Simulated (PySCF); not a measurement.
Molecule: SMILES B[SiH2]B. Atoms near the plane z = 0.0 Å, at the B3LYP/def2-SVP optimised geometry (x, y, z in Å): B1 (1.0, -0.9, 0.0), Si2 (-1.0, -0.9, 0.0), B3 (-1.5, 1.0, 0.0), H4 (1.6, -0.9, -1.0), H5 (1.6, -0.9, 1.0), H8 (-1.6, 1.6, -1.0), H9 (-1.6, 1.6, 1.0).

Calculation: B3LYP/def2-TZVP (PySCF). Cells within 0.4 Å of a nucleus heavier than hydrogen are left out (blank, or x). The values are rescaled to run from 0 to 1.

```
|44444444444444444444444444444|
|44444444444444444444444444444|
|44444444444444444444444444444|
|44444333333344444444444444444|
|44443333333334444444444444444|
|44433333333334444444444444444|
|44433332223334444444444444444|
|44333322122334444444444444444|
|44333321012344444444444444444|
|44333321002444444444444444444|
|44433321xxx555544444444444444|
|44443334xxx766555444444444444|
|44444445799877655544444444444|
|44444456799987765544333344444|
|44444445789998876543333334444|
|44444445678999887643233333444|
|4444334455x589999x31122333444|
|4443333334xx69999xx0122333444|
|4433332213xx67888xx0122333444|
|44333221012356676421122333444|
|44333221001245555432223333444|
|44333321111234444433333334444|
|44333322222233444433333334444|
|44433333222333444443333444444|
|44433333333333444444444444444|
|44443333333334444444444444444|
|44444333333344444444444444444|
|44444444444444444444444444444|
|44444444444444444444444444444|
```
Scale: ten equal steps from 0.000 (start of '0') to 1.00 (end of '9'), in the order '0123456789'; x runs from -4.00 to 4.00, y from -4.00 (bottom) to 4.00 (top).

**Question.** Which quantity is mapped?
A) deformation density (molecule minus spherical neutral atoms)
B) Laplacian of the electron density
C) an orbital amplitude
D) log10 of the electron density

**Answer.** C, an orbital amplitude. In full: HOMO−1 amplitude (bohr^(-3/2)).
